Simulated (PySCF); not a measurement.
C₄H₇BFN.

```xyz
14

C     -0.7780    -2.9419     0.0000
C      0.1297    -1.9958     0.0000
C      0.9949    -1.0053     0.0000
B      0.5669     0.5014     0.0000
F      1.5383     1.4373     0.0000
N     -0.7715     0.9115     0.0000
C     -1.2495     2.2757     0.0000
H     -1.1630    -3.3608     0.9374
H     -1.1630    -3.3608    -0.9374
H      2.0673    -1.2507     0.0000
H     -1.4905     0.1941     0.0000
H     -1.8608     2.5000     0.8920
H     -0.3894     2.9590     0.0000
H     -1.8608     2.5000    -0.8920
```
Charge 0, spin multiplicity 1.

Coordinates come from a r2SCAN-D4/def2-SVP optimisation. This is a generated structure with no PubChem entry under its InChIKey; it may be hypothetical. One conformer was computed; it need not be the lowest.

These are PBE0/pcSseg-1 in PySCF values and carry that method's errors. Non-relativistic, no solvent.

Task: Give the absolute GIAO shielding of each atom: isotropic value and principal components (ppm). (An estimate is asked for; the answer gives what the named calculation found.)

Result: 
| atom | σ(iso) | σ11 | σ22 | σ33 | span |
|---|---|---|---|---|---|
| C1 | 109.8 | 19.9 | 143.4 | 166.2 | 146.2 |
| C2 | -47.0 | -76.8 | -74.8 | 10.6 | 87.4 |
| C3 | 99.8 | 15.0 | 124.1 | 160.2 | 145.2 |
| B4 | 72.9 | 43.5 | 84.7 | 90.4 | 46.9 |
| F5 | 295.4 | 169.1 | 263.6 | 453.5 | 284.4 |
| N6 | 178.3 | 100.4 | 214.7 | 219.9 | 119.5 |
| C7 | 156.1 | 130.3 | 153.7 | 184.2 | 53.8 |
| H8 | 26.5 | 24.7 | 24.8 | 29.9 | 5.2 |
| H9 | 26.5 | 24.7 | 24.8 | 29.9 | 5.2 |
| H10 | 26.1 | 23.7 | 26.7 | 27.9 | 4.2 |
| H11 | 28.2 | 20.0 | 30.1 | 34.4 | 14.5 |
| H12 | 28.7 | 23.6 | 26.8 | 35.8 | 12.2 |
| H13 | 27.9 | 23.5 | 27.9 | 32.3 | 8.8 |
| H14 | 28.7 | 23.6 | 26.8 | 35.8 | 12.2 |
